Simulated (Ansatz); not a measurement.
The same substitution along the group Sc, Y.

Isolated molecules relaxed with PBE0-D4/def2-TZVP in Ansatz; ΔE leaves out vibrations. CCSD(T)/CBS is the MP2 limit (def2-TZVPP, def2-QZVPP) plus CCSD(T) − MP2 in def2-TZVPP, frozen cores. DFT in def2-TZVPP. Elements past krypton have def2 core potentials. For Sc, Se, Y outer-core shells are correlated without core-valence functions, which leaves a few kJ/mol of doubt a bond. Scalar relativity is left out up to krypton. Each species was taken in one conformer, which may not be the lowest.

| reaction | LDA (SPW92) (kJ/mol) | r2SCAN-D4 (kJ/mol) | revPBE-D4 (kJ/mol) | HF/CBS(def2) (kJ/mol) |
| --- | --- | --- | --- | --- |
| `C[O][Sc]([OH])[OH]` + `CC[SeH]` → `CC[Se]C` + `[OH][Sc]([OH])[OH]` | -39 | -45 | -47 | -35 |
| `C[O][Y]([OH])[OH]` + `CC[SeH]` → `CC[Se]C` + `[OH][Y]([OH])[OH]` | -43 | -48 | -50 | -38 |

(1) Give the CCSD(T)/CBS values in the same order. (Best estimate.)

Largest T1 diagnostic: 0.016, for `[OH][Sc]([OH])[OH]`.

Answers

(1) The calculation gave: -50, -55 kJ/mol.
